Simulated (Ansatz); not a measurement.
Ligand exchange: GeH2(CH3)Cl + SnH3Cl → GeH3(CH3) + SnH2Cl2

Species: GeH2(CH3)Cl, singlet; SnH3Cl `[Cl][SnH3]`, singlet; GeH3(CH3), singlet; SnH2Cl2 `[Cl][SnH2][Cl]`, singlet. The partners trade Cl for H: Ge–Cl and Sn–H bonds give way to Ge–H and Sn–Cl.

Shapes, held fixed at every level: PBE0-D4/def2-TZVP. Programs: Ansatz 0.2.0. The zero-point and thermal change to 298 K, harmonic and unscaled (PBE0-D4/def2-TZVP), is +1.5 kJ/mol.

Q: Estimate ΔH(298 K) of this reaction.

A: The highest level, CCSD(T)/def2-TZVPP, gives ΔH(298 K) = -5.0 kJ/mol; the levels span -11.3 to -5.0. The column of differences is taken from that level and isn't an error. No measured value is set beside it here. For atoms past krypton def2 sets carry core potentials with scalar relativity. Relativity is left out for Ge. Outer-core shells of Ge, Sn are correlated, in sets that cover them unevenly.

```
               level                    kind  ΔH(298 K) (kJ/mol)  less CCSD(T)/def2-TZVPP
         HF/def2-SVP            Hartree–Fock                -7.4                     -2.4
       HF/def2-TZVPP            Hartree–Fock                -5.0                      0.0
r2SCAN-D4/def2-TZVPP                meta-GGA                -9.5                     -4.5
 BHLYP-D4/def2-TZVPP           global hybrid                -7.8                     -2.8
  PBE0-D4/def2-TZVPP           global hybrid                -7.4                     -2.4
  wB97M-V/def2-TZVPP  range-separated hybrid                -6.6                     -1.6
       CCSD/def2-SVP   coupled cluster or CI               -11.3                     -6.3
  CCSD(T)/def2-TZVPP   coupled cluster or CI                -5.0                      0.0
```
